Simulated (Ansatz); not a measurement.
triplet silylene (H$_{2}$Si), triplet, at a GFN2-xTB geometry. Base run: PBE0/pcseg-1 run with Ansatz (an electronic-structure program).

Here is a job for Ansatz.
Ansatz 0.2 input:
```yaml
crystal:
  periodic: [false, false, false]
  atoms:
    - {symbol: Si, position_ang: [-0.00639139, -0.00195053, 0.08523542]}
    - {symbol: H, position_ang: [0.04566728, 1.28384221, -0.56751131]}
    - {symbol: H, position_ang: [0.04381220, -1.25653473, -0.62578461]}
basis:
  gaussian:
    orbitals: pcseg-1.json
hamiltonian:
  xc: pbe0
magnetization: {spin_polarized: true, initial_magnetization: 2}
```
The basis file holds pcseg-1 in the JSON format of the Basis Set Exchange.

The base run was repeated with changes; each row names its change, and settings that it needs were set with it.

```
change                                                           ΔE vs base (kcal/mol)
---------------------------------------------------------------  ---------------------
base                                                                             0.000
lower_state_search = off                                                         0.000
forces = on                                                                      0.000
fitting.mean_field = def2-universal-JKFIT                                       -0.022
accuracy = high                                                                  0.000
lower_state_search = light                                                       0.000
final_grid = 14, 28, 59                                                          0.000
nuclear_model = gaussian                                                         0.108
lower_state_search = full                                                        0.000
final_grid = 6, 12, 29                                                           0.000
point_charge = charge:-1.0 position_ang:0.2085, 4.2054, -1.2433                  -3.57
```
